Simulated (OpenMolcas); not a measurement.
**5s² 5p⁴ along the 52-electron sequence**

```
Program             : OpenMolcas
Method              : SS-RASPT2, IPEA 0.25 Eh, imaginary shift 0.1 Eh
Basis               : ANO-RCC-VTZP
Scalar Hamiltonian  : DKH2, point nucleus
Spin-orbit coupling : RASSI with atomic mean-field integrals over the reference wave functions, term energies averaged over their components
```

Active space for each ion: 6 electrons in 9 orbitals (RAS2 5s 5p; RAS3 5d, at most 2 electrons); closed shells correlated by CASPT2: 4d.

Computed levels in cm-1 above ³P₂:

```json
{"Level": "³P₁", "Te": "4180", "I+": "6180", "Xe2+": "8490"}
{"Level": "³P₀", "Te": "4520", "I+": "6190", "Xe2+": "7840"}
{"Level": "¹D₂", "Te": "10590", "I+": "13450", "Xe2+": "16420"}
{"Level": "¹S₀", "Te": "23130", "I+": "28900", "Xe2+": "34750"}
{"Level": "weight of ³P in the lowest level (%)", "Te": "94", "I+": "92", "Xe2+": "90"}
```

Measured, with the error of the calculation in %. Measured levels: Te, I+ from NIST Handbook of Basic Atomic Spectroscopic Data; Xe2+ from Saloman, J. Phys. Chem. Ref. Data 33, 765 (2004).

| Level | Te | I+ | Xe2+ |
| --- | --- | --- | --- |
| ³P₁ | 4751 (-12.0) | 7087 (-12.9) | 9794 (-13.4) |
| ³P₀ | 4706 (-3.9) | 6448 (-4.0) | 8130 (-3.5) |
| ¹D₂ | 10558 (+0.3) | 13727 (-2.0) | 17099 (-4.0) |
| ¹S₀ | 23198 (-0.3) | 29501 (-2.1) | 36103 (-3.7) |

The fine-structure level ³P₀ changes by a factor of 1.73 from Te to Xe2+. Its fourth root runs 8.20, 8.87, 9.41, with steps per unit of Z of 0.67, 0.54; equal steps would mean a (Z - σ)^4 law with constant σ.

¹D₂ changes by a factor of 1.55 over the same range, with steps per unit of Z of +2860, +2970 cm-1.

Term energies are means over components that CASPT2 splits; among the terms shown or strongly mixed into the levels shown the widest spread is 48 cm-1 (5s² 5p⁴ ¹D, Xe2+). Active for correlation alone: 5d; no level in the range computed is led by a configuration that fills it, so any true level of that kind is missing (holds for Te). The run also gave levels led by 5s² 5p³ 5d, which use shells meant for correlation; these and all levels above them are left out (holds for I+). The run also gave levels led by 5s 5p⁴ 5d, which use shells meant for correlation; these and all levels above them are left out (holds for Xe2+). Computed and measured levels are paired by configuration, term and J; levels that our copy of the source lacks, or whose pairing is in doubt (as where it misses far off the trend of its configuration), stay unpaired and out of the deviations. Only configurations of the active space appear.
